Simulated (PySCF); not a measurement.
# Dipole response of Pd²⁺ (palladium, charge +2)

[Kr] 4d8, high-spin 3F determinant. Calculation: PySCF 2.14, in def2-QZVPPD with the def2 core potential (28 electrons); scalar relativity through the core potential. Coupled (time-dependent) response in atomic units; α is the mean over directions.

```json
{"method": "r2SCAN0", "mean α (bohr³)": "6.446", "C₆ (like pair)": "33.87", "S(−4)": "9.551"}
```

S(−4) is the Cauchy moment in α(ω) = α(0) + S(−4) ω² + …

Spin-orbit coupling is absent.

α(iu) at r2SCAN0:

```json
{"u (hartree)": "0", "α(iu) (bohr³)": "6.446"}
{"u (hartree)": "0.0500", "α(iu) (bohr³)": "6.423"}
{"u (hartree)": "0.100", "α(iu) (bohr³)": "6.353"}
{"u (hartree)": "0.200", "α(iu) (bohr³)": "6.100"}
{"u (hartree)": "0.300", "α(iu) (bohr³)": "5.747"}
{"u (hartree)": "0.500", "α(iu) (bohr³)": "4.960"}
{"u (hartree)": "0.750", "α(iu) (bohr³)": "4.081"}
{"u (hartree)": "1.00", "α(iu) (bohr³)": "3.383"}
{"u (hartree)": "1.50", "α(iu) (bohr³)": "2.401"}
{"u (hartree)": "2.00", "α(iu) (bohr³)": "1.768"}
{"u (hartree)": "3.00", "α(iu) (bohr³)": "1.047"}
{"u (hartree)": "5.00", "α(iu) (bohr³)": "0.4731"}
```

A single London oscillator, α(iu) = α/(1 + u²/ω²), gives C₆ = (3/4) ω α². Matching the computed C₆ needs ω = 4 × 33.87 / (3 × 6.446²) = 1.09 hartree.

For an ion, C₆ is the dispersion term alone; charge-induced terms of lower order in 1/R come first.

Energies and moments cover only the electrons outside the core potential.
